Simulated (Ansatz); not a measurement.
Geometry optimisation, RKS PBE0-D4/def2-SVP in Ansatz 0.2.0.

Input file:

```yaml
crystal:
  periodic: [false, false, false]
  atoms:
    - { symbol: Sn, position_ang: [0.0, 0.0, 0.0] }
    - { symbol: Cl, position_ang: [0.0, 0.0, 2.76] }
    - { symbol: Cl, position_ang: [2.2726, 0.0, -0.8025] }
    - { symbol: Cl, position_ang: [-1.1351, 1.9666, -0.8025] }
    - { symbol: Cl, position_ang: [-1.1351, -1.9666, -0.8025] }
    - { symbol: F, position_ang: [-2.0593, 0.0, 0.6842] }
    - { symbol: H, position_ang: [-1.5155, 0.0, 1.8676] }
basis:
  gaussian: { orbitals: def2-SVP }
hamiltonian:
  xc: pbe0
  dispersion: d4
relax:
  f_tol: 0.15
  max_steps: 25
  restrain:
    - { distance: [0, 5], at: 1.87, k: 30.0 }
    - { distance: [6, 1], at: 1.37, k: 30.0 }
    - { distance: [0, 1], at: 3.61, k: 30.0 }
    - { distance: [6, 5], at: 2.12, k: 30.0 }
```

Command:

```bash
$ ansatz run input.yaml --threads 4 --pin off --max-ram 5120MiB --backend cpu --events-out ev --progress --plain --runs-dir out
```

Task: Where does it end, and by what steps?

Result: The forces met the threshold. The restraints hold the end off the free minimum; the threshold counts their pulls, which the force column leaves out. Restrained pairs: Sn1–F6 (2.17 → 1.90 Å), Cl2–H7 (1.76 → 1.33 Å), Sn1–Cl2 (2.76 → 3.62 Å), F6–H7 (1.30 → 2.12 Å). After 8 steps the energy has fallen by 1.587 eV (the restraints' own energy left out); H7 moved furthest, 1.04 Å.

| step | energy less start (eV) | largest force component (eV/Å) | accepted |
| --- | --- | --- | --- |
| 0 | 0.0000 | 4.443 | yes |
| 1 | 0.4491 | 3.022 | yes |
| 2 | 0.3935 | 2.421 | yes |
| 3 | -0.2019 | 2.101 | yes |
| 4 | -0.8493 | 1.346 | yes |
| 5 | -1.1641 | 1.642 | yes |
| 6 | -1.3823 | 1.432 | yes |
| 7 | -1.5314 | 1.287 | yes |
| 8 | -1.5872 | 1.199 | yes |

```xyz
7
Properties=species:S:1:pos:R:3
Sn -0.505 0.000 -0.507
Cl 0.134 0.000 3.053
Cl 1.750 0.000 -0.019
Cl -0.965 1.950 -1.662
Cl -0.965 -1.950 -1.662
F -1.838 0.000 0.844
H -1.183 0.000 2.857
```

The run took 26 s on 4 threads of Arm Neoverse V1 (shared host), peak memory 0.34 GiB.
